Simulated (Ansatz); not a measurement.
The same path of BF2H2N + H2 (8 atoms, charge 0, multiplicity 1) was run twice with different band settings. Lost on the way: H7–H8. Made: B1–H7, N2–H8.

These are results of RKS PBE0-D4/def2-SVP in Ansatz, not measurements.

Relaxed end points:

```xyz
8
Properties=species:S:1:pos:R:3
B 0.085 -0.675 0.234
N 0.035 -0.272 1.570
H -0.829 -0.230 2.090
H 0.863 -0.018 2.090
F 1.238 -0.732 -0.423
F -1.018 -1.015 -0.422
H -0.406 3.124 1.032
H -0.307 2.372 1.100
```

```xyz
8
Properties=species:S:1:pos:R:3
B 0.064 0.351 0.061
N -0.133 0.343 1.725
H -0.378 -0.603 2.027
H 0.729 0.621 2.195
F 1.062 -0.577 -0.133
F -1.166 -0.066 -0.394
H 0.362 1.508 -0.217
H -0.881 0.978 2.006
```

Common settings: movable images 5; climbing image yes; optimiser quadratic models (default); start path through a guess of the saddle point; force threshold 0.03 eV/Å; iteration limit 60; end points relaxed.

| run | spring |
| --- | --- |
| 1 | 5.0 eV/Å² |
| 2 | 0.5 eV/Å² |

Problem. What does each run give, and how far can it be trusted?

Solution. Run 1: converged after 17 iterations, highest image 1.665 eV above the first end. Neighbouring images differ by up to 1.5 eV, so the band resolves the path poorly. A vibrational analysis at the climbing image gives one clearly imaginary mode, 1419i cm⁻¹: a first-order saddle point.
Run 2: converged after 19 iterations, highest image 1.665 eV above the first end. Neighbouring images differ by up to 1.5 eV, so the band resolves the path poorly. Another band between the same ends (5 images) ends at a top of the same energy, where a vibrational analysis finds 1 clearly imaginary mode.
The orbitals stay closed-shell, which can raise the energy where a bond breaks towards radicals; this wasn't checked here.
